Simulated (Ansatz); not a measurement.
C₇H₉F₉GeO₃ (`[CH3][Ge]([O]CC(F)(F)F)([O]CC(F)(F)F)[O]CC(F)(F)F`), relaxed with RKS PBE0-D4/def2-TZVP in Ansatz from a GFN2-xTB geometry. The force threshold is 0.005 eV/Å; the program also tests the step.

Total charge 0; spin multiplicity 1.

Start:

```xyz
29

C     1.872    0.548   -1.581
Ge    0.415    0.345   -0.256
O    -0.458   -1.229   -0.079
C     0.071   -2.510   -0.106
C     1.334   -2.611    0.733
F     1.789   -3.865    0.818
F     2.330   -1.872    0.207
F     1.156   -2.168    1.981
O     1.191    0.875    1.234
C     0.752    0.962    2.552
C    -0.717    1.336    2.669
F    -1.513    0.424    2.091
F    -1.003    2.516    2.119
F    -1.091    1.408    3.957
O    -0.967    1.433   -0.471
C    -2.068    1.176   -1.279
C    -1.632    0.913   -2.710
F    -0.878   -0.206   -2.799
F    -2.662    0.748   -3.543
F    -0.871    1.896   -3.205
H     1.760    1.507   -2.074
H     2.820    0.515   -1.057
H     1.834   -0.243   -2.321
H    -0.674   -3.193    0.320
H     0.327   -2.831   -1.123
H     0.883    0.010    3.080
H     1.336    1.745    3.050
H    -2.634    0.303   -0.939
H    -2.704    2.068   -1.270
```

```tsv
step	energy (eV)	largest force (eV/Å)	largest move (Å)
1	-94491.4274	0.663	0.000
2	-94491.5755	0.326	0.135
3	-94491.6230	0.130	0.087
4	-94491.6609	0.254	0.144
5	-94491.7039	0.211	0.200
6	-94491.7194	0.475	0.185
7	-94491.7436	0.220	0.056
8	-94491.7599	0.114	0.200
9	-94491.7696	0.252	0.151
10	-94491.7766	0.161	0.065
11	-94491.7814	0.068	0.074
12	-94491.7835	0.058	0.069
13	-94491.7842	0.045	0.053
14	-94491.7845	0.017	0.028
15	-94491.7846	0.006	0.015
16	-94491.7846	0.003	0.005
```

End:

```xyz
29

C     2.105    0.516   -1.474
Ge    0.599    0.577   -0.289
O    -0.193   -0.966    0.112
C     0.291   -2.209   -0.282
C     1.276   -2.757    0.731
F     1.727   -3.954    0.345
F     2.339   -1.944    0.864
F     0.732   -2.891    1.941
O     1.101    1.296    1.245
C     0.571    0.940    2.484
C    -0.729    1.658    2.784
F    -1.700    1.305    1.927
F    -0.607    2.983    2.722
F    -1.148    1.340    4.016
O    -0.689    1.594   -0.954
C    -1.948    1.102   -1.287
C    -1.960    0.553   -2.698
F    -1.057   -0.439   -2.845
F    -3.160    0.048   -2.997
F    -1.665    1.480   -3.610
H     2.461    1.537   -1.616
H     2.903   -0.088   -1.046
H     1.801    0.112   -2.439
H    -0.541   -2.915   -0.343
H     0.797   -2.199   -1.254
H     0.373   -0.133    2.575
H     1.284    1.229    3.261
H    -2.292    0.303   -0.623
H    -2.671    1.922   -1.249
```

Run time 48 s (11 threads of an AMD EPYC 7R13 on a shared host and a whole NVIDIA H100 80 GB); peak host memory 2 GiB.
